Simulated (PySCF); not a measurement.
C6H5F3O2.
Atom-mapped SMILES: `[CH3:1][O:2][C:3]1=[CH:4][C:5]/1=[CH:6]/[O:7][C:8]([F:9])([F:10])[F:11]` (hydrogens: H12, H13, H14 on C1; H15 on C4; H16 on C6)

Computed with PySCF, PBE0-D3(BJ)/def2-SVP geometry optimisation, gas phase.

**Question.** Give the optimised bond lengths and angles.

**Answer.** 
```
                  bond  length (bohr)   order
                 C1–O2          2.683  single
                 O2–C3          2.457  single
                 C3=C4          2.504  double
                 C4–C5          2.750  single
                 C5=C6          2.511  double
                 C6–O7          2.641  single
                 O7–C8          2.516  single
                 C8–F9          2.499  single
        C8–F10, C8–F11          2.530  single
                 C3–C5          2.692  single
C1–H12, C1–H13, C1–H14          2.078  single
                C4–H15          2.051  single
                C6–H16          2.054  single
```

Bonds in one row agree within 0.02 bohr and their mean is given. Orders are formal, as drawn. A selection of angles:
```
    angle  degrees
 C1–O2–C3    115.2
 O2–C3–C4    150.9
 O2–C3–C5    145.3
 C4–C3–C5     63.8
 C3–C4–C5     61.4
 C4–C5–C6    150.7
 C3–C5–C4     54.8
 C3–C5–C6    154.6
 C5–C6–O7    126.0
 C6–O7–C8    120.6
 O7–C8–F9    108.0
O7–C8–F10    112.9
F9–C8–F10    108.2
```

Torsions: C1–O2–C3–C4 0° (synperiplanar); O2–C3–C4–C5 180° (antiperiplanar); C3–C4–C5–C6 179° (antiperiplanar); C4–C5–C6–O7 -179° (antiperiplanar); C5–C6–O7–C8 8° (synperiplanar); C6–O7–C8–F9 176° (antiperiplanar); O2–C3–C5–C4 180° (antiperiplanar). The mirror-image conformer, all signs reversed, is as good.

The 4 C–C bonds span 1.325 Å (C3=C4, drawn double) to 1.455 Å (C4–C5, drawn single), a spread of 0.130 Å. O7 (ether oxygen) is bent (angle 120.6°). Of the pairs four or more bonds apart, C5···F10 is among the closest relative to their van der Waals radii: 2.93 Å, 93 % of the sum of Bondi's values. The 3-membered ring C3–C4–C5 has internal angles of 54.8° to 63.8°. O2 (ether oxygen) is bent (angle 115.2°). The 4 C–O bonds span 1.300 Å (O2–C3, drawn single) to 1.420 Å (C1–O2, drawn single), a spread of 0.120 Å.

Point group: near Cs, missed by 0.26 Å at most; the miss may be what the optimiser left on a soft mode. No PBE0-D3(BJ)/def2-SVP frequencies stand behind this structure, so it isn't proved a minimum. One conformer, not necessarily the lowest.

The run took about 6 min of CPU time (one thread, shared machine). That covers the optimisation of the geometry.
